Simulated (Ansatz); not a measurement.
Frontier orbitals of `Cl[CH]([GeH3])Br`.

Z-matrix (Å, degrees):
```
C
Ge 1 1.978
Br 1 1.943 2 109.6
Cl 1 1.767 2 110.5 3 123.5
H 1 1.087 2 112.6 3 -116.8
H 2 1.534 1 108.1 3 58.5
H 2 1.530 1 107.3 3 -61.8
H 2 1.536 1 107.8 3 178.3
```

Total charge 0; spin multiplicity 1. Correlated methods include outer-core shells of Br, Ge, which these sets cover unevenly. Scalar relativity is left out up to krypton. All single points use the PBE0-D4/def2-TZVP geometry. Basis def2-TZVPP, Ansatz.

```json
{"functional": "PBE", "HOMO (eV)": "-6.64", "LUMO (eV)": "-1.85", "gap (eV)": "4.79"}
{"functional": "PBE0", "HOMO (eV)": "-7.90", "LUMO (eV)": "-0.87", "gap (eV)": "7.03"}
{"functional": "B3LYP", "HOMO (eV)": "-7.67", "LUMO (eV)": "-1.12", "gap (eV)": "6.55"}
{"functional": "BHLYP", "HOMO (eV)": "-9.03", "LUMO (eV)": "0.17", "gap (eV)": "9.20"}
{"functional": "ωB97X-V", "HOMO (eV)": "-10.24", "LUMO (eV)": "1.34", "gap (eV)": "11.58"}
{"functional": "ωB97M-V", "HOMO (eV)": "-10.09", "LUMO (eV)": "1.18", "gap (eV)": "11.27"}
```

From PBE to PBE0 the HOMO moves by −1.25 eV and the LUMO by +0.98 eV, and with ωB97M-V by −3.44 and +3.03 eV, so the gap grows from 4.79 to 11.26 eV with exact exchange. A positive LUMO is unbound and depends on the basis.

B3LYP here is the variant with VWN-RPA as its local correlation; programs differ in this.
